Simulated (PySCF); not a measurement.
Ionisation energy of Ce²⁶⁺ by level of theory

Ce²⁶⁺ [Ar] 3d10 4s2 4p2 [4p1/2^2, M_J = 0] → Ce²⁷⁺ [Ar] 3d10 4s2 4p1 [4p1/2^1, M_J = 1/2], as a difference of total energies. All numbers are calculated (PySCF 2.14, the two-component X2C-1e Hamiltonian, in an uncontracted even-tempered set (17 s from 2.1 bohr⁻², ratio 2.8; 13 p from 2.7 bohr⁻², ratio 2.8; 8 d from 4.8 bohr⁻², ratio 2.8; 4 f from 13 bohr⁻², ratio 3)). Correlated levels: [Ne] frozen; the 74 highest virtual spinors dropped. "Screened" scales the spin-orbit matrix elements by Boettger's factors to mimic the two-electron term; Breit and QED terms are absent.

| method | ionisation energy (eV) |
| --- | --- |
| GHF (spin-free) | 907.05 |
| GMP2 (spin-free) | 908.19 |
| GHF (screened spin-orbit) | 920.75 |
| GMP2 (screened spin-orbit) | 922.41 |

How much does correlation contribute at GMP2 (screened spin-orbit)?

922.41 − (920.75) = 1.66 eV, measured against GHF (screened spin-orbit).

Breit and QED terms and the two-electron picture change are absent.

The spin-free rows relax to the high-spin LS determinant and lack the spin-orbit shift.

The labels give the starting determinants; with spin-orbit coupling the two ends relaxed to ⟨J²⟩ = 0.00, ⟨L²⟩ = 1.35, ⟨S²⟩ = 1.35 and ⟨J²⟩ = 0.75, ⟨L²⟩ = 2.03, ⟨S²⟩ = 0.77.

For comparison: 924 ± 4 eV (theoretical estimate listed by NIST; NIST Atomic Spectra Database, ionization energies).
